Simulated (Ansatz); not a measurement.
Wavefunction ladder for `CC(C)CB(Cl)Cl`

```json
{"atom": "C1", "x (Å)": "-0.781", "y (Å)": "0.654", "z (Å)": "1.555"}
{"atom": "C2", "x (Å)": "-0.315", "y (Å)": "-0.203", "z (Å)": "0.387"}
{"atom": "C3", "x (Å)": "-1.334", "y (Å)": "-0.177", "z (Å)": "-0.743"}
{"atom": "C4", "x (Å)": "1.056", "y (Å)": "0.254", "z (Å)": "-0.110"}
{"atom": "B5", "x (Å)": "1.803", "y (Å)": "-0.657", "z (Å)": "-1.127"}
{"atom": "Cl6", "x (Å)": "2.980", "y (Å)": "0.019", "z (Å)": "-2.235"}
{"atom": "Cl7", "x (Å)": "1.574", "y (Å)": "-2.393", "z (Å)": "-1.163"}
{"atom": "H8", "x (Å)": "-0.074", "y (Å)": "0.613", "z (Å)": "2.388"}
{"atom": "H9", "x (Å)": "-1.754", "y (Å)": "0.321", "z (Å)": "1.924"}
{"atom": "H10", "x (Å)": "-0.880", "y (Å)": "1.701", "z (Å)": "1.254"}
{"atom": "H11", "x (Å)": "-0.222", "y (Å)": "-1.237", "z (Å)": "0.738"}
{"atom": "H12", "x (Å)": "-1.034", "y (Å)": "-0.823", "z (Å)": "-1.573"}
{"atom": "H13", "x (Å)": "-1.451", "y (Å)": "0.839", "z (Å)": "-1.133"}
{"atom": "H14", "x (Å)": "-2.315", "y (Å)": "-0.515", "z (Å)": "-0.398"}
{"atom": "H15", "x (Å)": "0.997", "y (Å)": "1.273", "z (Å)": "-0.509"}
{"atom": "H16", "x (Å)": "1.749", "y (Å)": "0.330", "z (Å)": "0.744"}
```

The species carries charge 0 and has multiplicity 1. The structure was optimised at the PBE0-D4/def2-TZVP level. It is one conformer, not always the lowest. Frozen core, restricted reference, Ansatz 0.2.0. CBS rows extrapolate triple and quadruple zeta; past MP2 they add the triple-zeta difference.

```json
{"basis": "def2-SVP", "HF (Eh)": "-1100.08007", "MP2 corr.": "-0.92727", "CCSD corr.": "-1.00745", "(T)": "-0.02942", "CCSD(T) total": "-1101.11694"}
{"basis": "def2-TZVPP", "HF (Eh)": "-1100.58523", "MP2 corr.": "-1.17938", "CCSD corr.": "-1.25536", "(T)": "-0.05340", "CCSD(T) total": "-1101.89399"}
{"basis": "def2-QZVPP", "HF (Eh)": "-1100.61862", "MP2 corr.": "-1.26800", "CCSD corr.": "–", "(T)": "–", "CCSD(T) total": "–"}
{"basis": "CBS(def2)", "HF (Eh)": "-1100.62322", "MP2 corr.": "-1.33365", "CCSD corr.": "-1.40963", "(T)": "as TZ", "CCSD(T) total": "-1102.08625"}
```
